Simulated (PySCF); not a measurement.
Input of a response calculation (the driver script's job line, then coordinates in Å):

```
{"job": {"kind": "uv", "xc": "CAM-B3LYP", "basis": "def2-SVPD", "ip": true, "dynamic": true}, "charge": 0, "multiplicity": 1}
C     -1.741759    -1.104497     0.128427
O     -0.373549    -0.808659     0.075658
B      0.127388     0.448407    -0.054729
O      1.469846     0.614856    -0.117033
C      2.370634    -0.463206    -0.022213
B     -0.814324     1.881718    -0.136315
Cl    -1.693617     2.476923     1.266491
Cl    -0.920084     2.823447    -1.610705
H     -2.362171    -0.202047     0.259595
H     -2.055254    -1.615113    -0.796073
H     -1.935653    -1.778566     0.976757
H      2.663872    -0.626349     1.027779
H      3.272639    -0.212626    -0.598751
H      1.935250    -1.396551    -0.409525
```

Level of theory: TDDFT CAM-B3LYP/def2-SVPD, vertical, gas phase, core orbitals frozen in the response in PySCF 2.14.0, density-fitted response routines. Job line and output are in the format of a driver script around the code.

Question: What does the script print for it?

Answer: 
```
coarse grid: 13488 points
cycle   1  E = -1199.6704453245  dE =  1.082e+00  |g| = 8.081e-01  |ddm| = 6.031e+00
cycle   2  E = -1199.5996630298  dE =  7.078e-02  |g| = 1.054e+00  |ddm| = 2.270e+00
cycle   3  E = -1199.8079276102  dE = -2.083e-01  |g| = 4.838e-02  |ddm| = 1.144e+00
cycle   4  E = -1199.8084236422  dE = -4.960e-04  |g| = 2.411e-02  |ddm| = 1.677e-01
cycle   5  E = -1199.8085647892  dE = -1.411e-04  |g| = 6.982e-03  |ddm| = 5.585e-02
cycle   6  E = -1199.8085789641  dE = -1.417e-05  |g| = 1.502e-03  |ddm| = 1.976e-02
cycle   7  E = -1199.8085796391  dE = -6.750e-07  |g| = 5.946e-04  |ddm| = 3.914e-03
final grid: 122976 points
cycle   8  E = -1199.9631000176  dE = -3.476e-05  |g| = 3.087e-03  |ddm| = 7.328e-02
cycle   9  E = -1199.9631008637  dE = -8.461e-07  |g| = 2.569e-03  |ddm| = 1.123e-02
cycle  10  E = -1199.9631023248  dE = -1.461e-06  |g| = 3.330e-04  |ddm| = 3.991e-03
cycle  11  E = -1199.9631023411  dE = -1.623e-08  |g| = 2.076e-04  |ddm| = 6.863e-04
cycle  12  E = -1199.9631023493  dE = -8.230e-09  |g| = 3.801e-05  |ddm| = 2.642e-04
cycle  13  E = -1199.9631023496  dE = -3.379e-10  |g| = 9.745e-06  |ddm| = 7.380e-05
converged SCF energy = -1199.9631023496

Static polarisability (au): isotropic 87.011, principal 77.609 89.743 93.682

Singlet excitations
state   eV       nm        f      main configurations
  1   5.0430    245.9   0.00469   H->L 0.94
  2   5.8553    211.7   0.00065   H-2->L 0.94
  3   6.3848    194.2   0.01636   H-1->L 0.93
  4   6.8064    182.2   0.07270   H-3->L 0.82
  5   7.1945    172.3   0.02230   H-4->L 0.63, H-6->L 0.13
  6   7.4636    166.1   0.05624   H-4->L 0.24, H->L+3 0.21, H-6->L 0.17
  7   7.5513    164.2   0.02637   H-5->L 0.48, H-6->L 0.19, H->L+3 0.10
  8   7.6542    162.0   0.02038   H-5->L 0.37, H-6->L 0.35
  9   7.7621    159.7   0.02419   H->L+1 0.80
 10   7.9652    155.7   0.00545   H-1->L+1 0.55, H-1->L+2 0.24

Triplet excitations (Tamm-Dancoff, eV): 4.3535 5.6845 5.9004 6.1116
Vertical ionisation energy (delta-SCF) = 10.3420 eV
Vertical electron affinity (delta-SCF) = -0.0001 eV
```

Isolated species at its PBE0-D3(BJ)/def2-SVP geometry (one conformer only).

The SCF starts on a coarse grid; the energy jumps when the final grid takes over, and dE counts afresh there. H and L stand for HOMO and LUMO.

All these states lie below the vertical ionisation energy of 10.34 eV (ΔSCF).

Hardware: one thread, Intel Xeon Platinum 8488C (x86_64), on a shared host. Cost: 6.9 min (with the writing of density and orbital grids), 1.1 GiB resident at most.

Conformer computed: `[CH3:1][O:2][B:3]([O:4][CH3:5])[B:6]([Cl:7])[Cl:8]`: C1–O2–B3–O4 -179°, O2–B3–O4–C5 -1°, O2–B3–B6–Cl7 69°.
